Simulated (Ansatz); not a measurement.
Consider the formal exchange of groups at a C–C bond: `CC(C)(O)[SiH3]` + `[AlH3]` → `C[C](O)([AlH2])[SiH3]` + CH₄.

Calculated with Ansatz (gas phase, PBE0-D4/def2-TZVP geometries, no zero-point term in ΔE). CBS: MP2 limit from def2 TZ/QZ plus the TZ coupled-cluster correction, frozen cores. This one scheme is used for every species. One conformer a species, not always the lowest.

| species | CCSD(T)/CBS(def2) energy (Eh) |
| --- | --- |
| `CC(C)(O)[SiH3]` | -484.42057 |
| `[AlH3]` | -243.78045 |
| `C[C](O)([AlH2])[SiH3]` | -687.74610 |
| CH₄ | -40.46206 |

(1) Work out ΔE.

Largest T1 diagnostic among the species: 0.012.

Results:

(1) ΔE = (-687.74610) + (-40.46206) − (-484.42057) − (-243.78045) = -0.00714 Eh = -18.7 kJ/mol.

At CCSD(T), def2-SVP lies +11.3 kJ/mol from the extrapolated value and def2-TZVPP +2.4 kJ/mol. Leaving LDA and LC-ωPBE aside and taking each functional with its dispersion term where it has one, the values, not all of them listed here, spread over 15.6 kJ/mol, from PBE-D4 to B97M-V. LDA lies +8.2 kJ/mol from PBE without D4. From PBE to PBE0 (25 % exact exchange), in def2-TZVPP and without D4, ΔE moves by +6.8 kJ/mol.
